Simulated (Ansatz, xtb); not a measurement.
# Relative energy of two isomers of C5H2ClNSe

Structure a is `N#Cc1cc(Cl)c[se]1`, a singlet and structure b is `N#Cc1[se]ccc1Cl`, a singlet. Both are isolated molecules in the gas phase, relaxed with PBE-D3(BJ)/def2-SVP.

Quicker runs give these differences E(b) − E(a): GFN2-xTB −0.51 kJ/mol; HF/STO-3G +3.58 kJ/mol (at GFN2-xTB geometries); r2SCAN-D4/def2-SVP −1.81 kJ/mol (at GFN2-xTB geometries).

Problem. Which of the two would you expect CCSD(T)/def2-SVP + ΔMP2/def2-TZVPP electronic energies to favour?

Solution. CCSD(T)/def2-SVP + ΔMP2/def2-TZVPP gives E(b) − E(a) = −0.26 kJ/mol, slightly favouring structure b, which is too small a margin to settle the true order.

How the difference moves with the method:

```json
{"level": "GFN2-xTB", "geometry": "GFN2-xTB", "E(b) − E(a) (kJ/mol)": "−0.51", "departure from the last row (kJ/mol)": "−0.25", "job, with rough time for the two": "optimisation, 0.17 s"}
{"level": "HF/STO-3G", "geometry": "GFN2-xTB", "E(b) − E(a) (kJ/mol)": "+3.58", "departure from the last row (kJ/mol)": "+3.84", "job, with rough time for the two": "single point, 0.8 s"}
{"level": "r2SCAN-D4/def2-SVP", "geometry": "GFN2-xTB", "E(b) − E(a) (kJ/mol)": "−1.81", "departure from the last row (kJ/mol)": "−1.55", "job, with rough time for the two": "single point, 7.2 s"}
{"level": "PBE-D3(BJ)/def2-SVP", "geometry": "PBE-D3(BJ)/def2-SVP", "E(b) − E(a) (kJ/mol)": "−1.59", "departure from the last row (kJ/mol)": "−1.33", "job, with rough time for the two": "optimisation, 29 s"}
{"level": "HF/def2-SVP", "geometry": "PBE-D3(BJ)/def2-SVP", "E(b) − E(a) (kJ/mol)": "+1.17", "departure from the last row (kJ/mol)": "+1.43", "job, with rough time for the two": "part of the CCSD(T) run"}
{"level": "MP2/def2-SVP", "geometry": "PBE-D3(BJ)/def2-SVP", "E(b) − E(a) (kJ/mol)": "−2.51", "departure from the last row (kJ/mol)": "−2.25", "job, with rough time for the two": "part of the CCSD(T) run"}
{"level": "CCSD(T)/def2-SVP", "geometry": "PBE-D3(BJ)/def2-SVP", "E(b) − E(a) (kJ/mol)": "−1.15", "departure from the last row (kJ/mol)": "−0.89", "job, with rough time for the two": "single point"}
{"level": "CCSD(T)/def2-SVP + ΔMP2/def2-TZVPP", "geometry": "PBE-D3(BJ)/def2-SVP", "E(b) − E(a) (kJ/mol)": "−0.26", "departure from the last row (kJ/mol)": "", "job, with rough time for the two": "single point, 2.4 min"}
```

As drawn, both hold the same kinds of bond in the same numbers.

The largest departure from CCSD(T)/def2-SVP + ΔMP2/def2-TZVPP is that of HF/STO-3G, 3.84 kJ/mol. The last row adds to CCSD(T) the change of the MP2 difference between the two basis sets, here +0.89 kJ/mol.

With thermal terms from frequencies at re-optimised GFN2-xTB minima (ideal gas, soft modes damped towards free rotors, one conformer each, 298.15 K, 1 atm): the zero-point term adds +0.18 kJ/mol; ΔH is −0.06 and ΔG −0.03 kJ/mol.

The correlated steps freeze 20 core orbitals; the filled d shell of Se is correlated, in a basis made for valence electrons. Programs: Ansatz 0.2.0, xtb 6.7.1; the last row on 2 threads of Arm Neoverse V2 on a shared host.
